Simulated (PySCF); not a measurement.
Molfile (atoms numbered from 1):
```
C3H13PSi2
     RDKit          3D

 19 18  0  0  0  0  0  0  0  0999 V2000
   -1.6261    1.1343   -0.4252 C   0  0  0  0  0  0  0  0  0  0  0  0
   -1.3006   -0.0366    0.4976 C   0  0  0  0  0  0  0  0  0  0  0  0
   -2.3624   -1.1239    0.3658 C   0  0  0  0  0  0  0  0  0  0  0  0
    0.4507   -0.7247    0.1477 Si  0  0  0  0  0  4  0  0  0  0  0  0
    2.0389    0.9717    0.3091 Si  0  0  0  0  0  4  0  0  0  0  0  0
    4.1512    0.2330    0.3789 P   0  0  0  0  0  0  0  0  0  0  0  0
   -1.6133    0.8154   -1.4655 H   0  0  0  0  0  0  0  0  0  0  0  0
   -0.9031    1.9394   -0.3049 H   0  0  0  0  0  0  0  0  0  0  0  0
   -2.6180    1.5295   -0.2085 H   0  0  0  0  0  0  0  0  0  0  0  0
   -1.3312    0.3349    1.5281 H   0  0  0  0  0  0  0  0  0  0  0  0
   -3.3502   -0.7298    0.6014 H   0  0  0  0  0  0  0  0  0  0  0  0
   -2.1559   -1.9503    1.0414 H   0  0  0  0  0  0  0  0  0  0  0  0
   -2.3877   -1.5132   -0.6495 H   0  0  0  0  0  0  0  0  0  0  0  0
    0.4300   -1.3493   -1.1875 H   0  0  0  0  0  0  0  0  0  0  0  0
    0.6925   -1.8313    1.0920 H   0  0  0  0  0  0  0  0  0  0  0  0
    1.9162    1.8070    1.5136 H   0  0  0  0  0  0  0  0  0  0  0  0
    2.0387    1.9095   -0.8246 H   0  0  0  0  0  0  0  0  0  0  0  0
    3.9087   -0.7694    1.2982 H   0  0  0  0  0  0  0  0  0  0  0  0
    4.0118   -0.6370   -0.6852 H   0  0  0  0  0  0  0  0  0  0  0  0
  1  2  1  0
  2  3  1  0
  2  4  1  0
  4  5  1  0
  5  6  1  0
  1  7  1  0
  1  8  1  0
  1  9  1  0
  2 10  1  0
  3 11  1  0
  3 12  1  0
  3 13  1  0
  4 14  1  0
  4 15  1  0
  5 16  1  0
  5 17  1  0
  6 18  1  0
  6 19  1  0
M  END
```

Geometry: GFN2-xTB; GIAO shifts from PySCF 2.14, gas phase, non-relativistic, averaged over equivalent atoms.

At revPBE/6-31G* (122 basis functions, 19 s wall time on 1 thread of an Arm Neoverse V2, shared host):
```json
{"atoms": "C1/C3", "δ (ppm)": "22.9"}
{"atoms": "C2", "δ (ppm)": "18.3"}
{"atoms": "Si4", "δ (ppm)": "-23.8"}
{"atoms": "Si5", "δ (ppm)": "-63.9"}
{"atoms": "P6", "δ (ppm)": "-18.0"}
{"atoms": "H16/H17", "δ (ppm)": "4.10"}
{"atoms": "H14/H15", "δ (ppm)": "4.08"}
{"atoms": "H10", "δ (ppm)": "1.50"}
{"atoms": "H7/H8/H9/H11/H12/H13", "δ (ppm)": "1.22"}
{"atoms": "H18/H19", "δ (ppm)": "0.93"}
```

References, each an isolated molecule treated in the same way: ¹³C (192.22 ppm) and ²⁹Si (402.98 ppm) and ¹H (32.45 ppm) vs TMS; ³¹P (611.36 ppm) vs PH3.

**Question.** Estimate the result of repeating the calculation with PBE0/pcSseg-1.

**Answer.** 
| atoms | δ at PBE0/pcSseg-1 | change |
| --- | --- | --- |
| C1/C3 | 23.5 | +0.6 |
| C2 | 17.4 | -0.9 |
| Si4 | -50.7 | -26.9 |
| Si5 | -96.2 | -32.3 |
| P6 | -308.4 | -290.4 |
| H16/H17 | 3.93 | -0.17 |
| H14/H15 | 3.79 | -0.29 |
| H10 | 1.05 | -0.45 |
| H7/H8/H9/H11/H12/H13 | 1.14 | -0.08 |
| H18/H19 | 0.82 | -0.11 |

Shifts are taken against calculated references (same method and geometry level): ¹³C (186.93 ppm) and ²⁹Si (349.16 ppm) and ¹H (31.72 ppm) vs TMS; ³¹P (318.38 ppm) vs H3PO4.

The largest change is at P6 (phosphorus bonded to Si, 2 H). Cost: 188 basis functions, 28 s wall time on 1 thread of an Arm Neoverse V2, shared host.
